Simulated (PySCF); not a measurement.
Correlation energy of C (carbon, neutral)

[He] 2s1 2p3, high-spin 5S determinant (an excited configuration). Calculation: PySCF 2.14, in def2-QZVPPD; the non-relativistic Hamiltonian (point nucleus). Frozen: 1s2; 4 electrons correlated.

| level | correlation energy (mhartree) |
| --- | --- |
| CCSD | -35.21 |
| (T) | -0.39 |
| CCSD(T) | -35.60 |

Diagnostics: T1 = 0.0042, D1 = 0.0067, largest double amplitude 0.023.

**Question.** Is a single reference adequate?

**Answer.** Yes: T1 lies below 0.03 and no double amplitude reaches 0.07.
